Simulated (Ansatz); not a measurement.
The same path of C2H9NSSi (14 atoms, charge 0, multiplicity 1) was run 3 times with different band settings. Lost on the way: S2–Si3, Si3–H9. Made: S2–H9.

The calculation used RKS B3LYP/cc-pVDZ (Ansatz 0.2.0).

Relaxed end points:

```xyz
14
Properties=species:S:1:pos:R:3
C -1.767 1.720 0.028
S 0.066 1.728 0.246
Si 0.577 -0.285 -0.447
C 0.016 -1.604 0.777
N 2.303 -0.441 -0.684
H -2.255 1.055 0.757
H -2.042 1.419 -0.994
H -2.112 2.749 0.200
H -0.100 -0.479 -1.770
H 0.245 -2.610 0.388
H 0.520 -1.479 1.750
H -1.071 -1.541 0.952
H 2.873 -0.475 0.161
H 2.733 0.214 -1.336
```

```xyz
14
Properties=species:S:1:pos:R:3
C -2.050 1.692 -0.185
S -0.334 1.859 0.450
Si 0.549 -0.921 -0.854
C 0.253 -1.772 0.861
N 2.288 -0.829 -0.786
H -2.625 1.214 0.621
H -2.067 1.047 -1.075
H -2.484 2.677 -0.401
H 0.193 2.452 -0.652
H 0.345 -2.866 0.721
H 0.971 -1.469 1.644
H -0.768 -1.584 1.235
H 2.878 -1.056 0.014
H 2.837 -0.474 -1.564
```

Common settings: optimiser quadratic models (default); start path through a guess of the saddle point; force threshold 0.05 eV/Å; iteration limit 60; end points relaxed.

| run | movable images | climbing image | spring |
| --- | --- | --- | --- |
| 1 | 7 | yes | 5.0 eV/Å² |
| 2 | 7 | yes | 0.5 eV/Å² |
| 3 | 4 | no | 5.0 eV/Å² |

(1) What does each run give, and how far can it be trusted?

Answers

(1) Run 1: converged after 17 iterations, highest image 2.418 eV above the first end. Neighbouring images differ by up to 1.4 eV, so the band resolves the path poorly. A vibrational analysis at the climbing image gives one clearly imaginary mode, 848i cm⁻¹: a first-order saddle point.
Run 2: converged after 14 iterations, highest image 2.418 eV above the first end. Neighbouring images differ by up to 1.4 eV, so the band resolves the path poorly. Another band between the same ends (7 images) ends at a top of the same energy, where a vibrational analysis finds 1 clearly imaginary mode.
Run 3: converged after 13 iterations, highest image 1.866 eV above the first end. Neighbouring images differ by up to 1.8 eV, so the band resolves the path poorly. No image climbed, so the highest image needn't sit at the top of the path.
The orbitals stay closed-shell, which can raise the energy where a bond breaks towards radicals; this wasn't checked here.
